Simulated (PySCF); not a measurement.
**Shapes and spin states of [TcS2]+**

These are results of PBE/[Tc def2-SVP with ECP28, S def2-SVP], scalar-relativistic core potentials, density fitting, no spin–orbit coupling, PySCF, not measurements.

Relaxations began from a few typed shapes and spin states; open shells are unrestricted. The search is not exhaustive: other isomers or separated fragments can lie lower, and high-lying points may rest on an excited occupation.

Task: Order these stationary points by electronic energy, lowest first, in kJ/mol from the lowest minimum.
A. singlet (closed shell, unstable to spin polarisation) C2v: Tc–S 2.051 Å (×2); S–Tc–S 106.3°
B. triplet C2v: Tc–S 2.070 Å (×2); S–Tc–S 110.6°
C. triplet D∞h: Tc–S 2.149 Å (×2); S–Tc–S 180.0°
D. triplet (⟨S²⟩ 2.47) C2v: S–S 2.042 Å, Tc–S 2.256 Å (×2); S–S–Tc 63.1° (×2), S–Tc–S 53.8°
E. broken-symmetry Ms = 0 (⟨S²⟩ 0.87) C2v: Tc–S 2.061 Å (×2); S–Tc–S 108.9°

Result: B (0.0), E (20.9), A (43.1), D (109.5), C (179.5).

Task: Which of them are minima?

Result: By energy in kJ/mol, 0.0: minimum; 20.9: minimum; 43.1: minimum of the closed-shell surface only; 109.5: minimum; 179.5: saddle point, 2 imaginary modes.

Formally Tc is in oxidation state +5, d2, with 2 unpaired electrons (the high-spin count). The Mulliken spin on Tc is 1.95. The polar-tensor charge on Tc, 1.03, is far below the formal one.

For the lowest minimum: open d and f shells are described by one determinant, and the ground state may have another occupation or spin.

The electron or spin density has lower symmetry than the nuclear frame for the broken-symmetry Ms = 0 (⟨S²⟩ 0.87) C2v at 20.9 kJ/mol, triplet (⟨S²⟩ 2.47) C2v at 109.5 kJ/mol.
